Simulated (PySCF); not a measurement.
# Sulfur: a sound run and one with changed settings

Sound run: S⁺ [Ne] 3s2 3p3, S²⁺ [Ne] 3s2 3p2. Calculation: PySCF 2.14, in cc-pV(T+d)Z; the non-relativistic Hamiltonian (point nucleus). The sound run starts from symmetry-adapted Hartree-Fock orbitals and uses a fine grid where one is needed.

Changed run: 14 angular points. This setting is unsound on purpose.

```
species  method  sound run (hartree)  changed run (hartree)  converged
     S⁺     UHF           -397.17001             -397.17001        yes
     S⁺  r2SCAN           -397.70850             -397.70850        yes
     S⁺    BP86           -397.76640             -397.76640        yes
    S²⁺     UHF           -396.33505             -396.33505        yes
    S²⁺  r2SCAN           -396.84408             -396.84744        yes
    S²⁺    BP86           -396.90845             -396.90900        yes
```

Ionisation energy of S⁺:

```csv
method,sound run (eV),changed run (eV)
UHF,22.720,22.720
r2SCAN,23.522,23.431
BP86,23.346,23.331
```

A coarse angular grid integrates products of high-l functions wrongly, so density functionals can shift, and the SCF can exploit the error; Hartree-Fock and MP2 need no grid.

For comparison, NIST gives 23.338 eV between the lowest levels.
